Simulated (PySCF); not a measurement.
**Where the electron goes**

1-ethylpyrrole, C6H9N.
Z-matrix (Å and degrees, PBE0-D3(BJ)/def2-SVP geometry), rows numbered from 1:
```
C 
C   1  1.5202
N   2  1.4454  1  113.23
C   3  1.3687  2  125.30  1   -87.01
C   4  1.3794  3  108.37  2   174.89
C   5  1.4208  4  107.06  3    -0.34
C   3  1.3686  2  125.31  1    86.43
H   1  1.1004  2  110.60  3  -179.98
H   1  1.1000  2  110.87  3   -59.87
H   1  1.1000  2  110.87  3    59.91
H   2  1.1009  1  110.53  3   121.21
H   2  1.1009  1  110.55  3  -121.23
H   4  1.0884  3  120.75  2    -5.56
H   5  1.0882  4  125.89  3   178.89
H   6  1.0882  5  127.05  4   179.20
H   7  1.0884  3  120.75  2     5.57
```

Computed, not measured: TDDFT CAM-B3LYP/def2-SVPD, vertical, gas phase, core orbitals frozen in the response in PySCF 2.14.0, density-fitted response routines.

Kohn–Sham orbitals with the atoms that hold most of them (Löwdin shares over 4%, at most four atoms; ? is withheld):

```csv
orbital,ε (eV),atoms
LUMO+2,2.18,"C5 15%, C6 14%, H14 9%, H15 9%"
LUMO+1,1.80,"N3 12%, C1 11%, C7 10%, C4 10%"
LUMO,1.30,"C1 18%, C2 18%, H11 10%, H12 10%"
HOMO,?,?
HOMO-1,-7.98,?
HOMO-2,-11.42,"C2 23%, C1 20%, H11 10%, H12 10%"
HOMO-3,-11.83,"C6 16%, C5 16%, C2 13%, C1 12%"
```

Task: Which atoms hold the HOMO-1, and with what shares?

Result: N3 (bonded to 3 C) 27%; C6 (bonded to 2 C and H) 24%; C5 (bonded to 2 C and H) 24%; C4 (bonded to C, N and H) 6%. By element: carbon 54% or more, nitrogen 27%.

Task: Give the leading atoms of the HOMO.

Result: C7 (bonded to C, N and H) 27%; C4 (bonded to C, N and H) 27%; C5 (bonded to 2 C and H) 15%; C6 (bonded to 2 C and H) 15%.

Task: What is the HOMO energy, and the HOMO–LUMO gap?

Result: ε(HOMO) = -7.29 eV; the gap is 8.60 eV (0.3159 hartree).

Task: How does S1 compare with the orbital gap of 8.60 eV?

Result: S1 is at 6.01 eV (f = 0.012), 2.59 eV below the gap, made of HOMO→LUMO (82%), HOMO→LUMO+2 (11%). Without the coupling terms of the response equations the lowest excitation would equal the gap.

Task: Give energy, strength and leading configuration of S1 and S2, and follow the Löwdin shares of the leading atoms from the occupied to the empty orbital.

Result: 
- S1 (6.01 eV, f 0.012), HOMO→LUMO (82%): C7 27% → at most 10%, C4 27% → at most 10%, C1 at most 15% → 18%, C2 at most 15% → 18%
- S2 (6.23 eV, f 0.107), HOMO→LUMO+1 (83%): C7 27% → 10%, C4 27% → 10%, N3 at most 15% → 12%, C1 at most 15% → 11%

Löwdin shares depend on the basis, the more so with diffuse functions.

One conformer stands for the species.
